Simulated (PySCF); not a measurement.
Assignment exercise: C5H9NOSi2

Structure with atom numbers: `[O:1]=[CH:2][C:3]1=[CH:4][Si@H:5]([NH:6][SiH3:7])[CH:8]=[CH:9]1`. Hydrogens are named by the atom that carries them.

[PySCF 2.14: shielding tensors at PBE0/pcSseg-1 (GIAO); GFN2-xTB structure; equivalent nuclei averaged; no solvent model; one conformer; non-relativistic Hamiltonian]

Chemical shifts δ = σref − σ; 13C (σref 186.93), 1H (σref 31.72) against TMS, all at this level.

(1) Assign these signals to the numbered atoms. 13C{1H} NMR (computed): δ 194.3, 163.7, 157.2, 151.8, 139.1.

(2) Assign these signals to the numbered atoms. 1H NMR (500 MHz, computed): δ 9.99 (s, 1H), 7.69 (d, 1H), 6.87 (d, 1H), 6.33 (m, 1H), 5.30 (m, 1H), 4.89 (s, 3H), -0.10 (br s, 1H).

## Answers

(1) 
| δ (ppm) | atoms | environment | reason |
| --- | --- | --- | --- |
| 194.3 | C2 | aldehyde carbonyl carbon | the double bond to the heteroatom, with no lone-pair donor beside it, deshields it most |
| 163.7 | C3 | α carbon of a C=C–C=O unit | an sp2 carbon of a C=C bond |
| 157.2 | C4 | β carbon of a C=C–C=O unit | conjugation with the carbonyl draws π density from the β position |
| 151.8 | C9 | alkene CH | the olefinic region |
| 139.1 | C8 | alkene CH | – |

(2) 
| δ (ppm) | atoms | environment | reason |
| --- | --- | --- | --- |
| 9.99 | H(C2) | hydrogen on an aldehyde carbonyl carbon | deshielded by the polar, anisotropic C=O bond |
| 7.69 | H(C9) | hydrogen on an alkene CH | a vinylic proton, deshielded by the sp2 carbon and the C=C anisotropy |
| 6.87 | H(C4) | hydrogen on a β carbon of a C=C–C=O unit | a vinylic proton, deshielded by the sp2 carbon and the C=C anisotropy |
| 6.33 | H(C8) | hydrogen on an alkene CH | olefinic region |
| 5.30 | H(Si5) | hydrogen on a silicon bonded to 2 C, N, in a 5-membered ring | – |
| 4.89 | H(Si7) | hydrogen on a silicon bonded to N | – |
| -0.10 | H(N6) | hydrogen on a nitrogen bonded to 2 Si | exchangeable, gas-phase position |

OH and NH positions are those of a molecule without intermolecular hydrogen bonds; in solution they move with solvent, concentration and temperature, and exchange usually removes their couplings. Shifts are as computed. Against solution values, carbons near 30 ppm lie about +3 ppm off and those near 130 ppm about +5 ppm. Of 1309 compounds with measured shifts, 239 miss one by over three times the rms of a fit or turn the order of signals round; such compounds aren't used in these exercises. No couplings were computed; multiplicities are counted from neighbouring protons, with m where these are inequivalent, close in shift, in a saturated or five-membered ring or joined by F or P, and br s for small geminal =CH2 splittings.
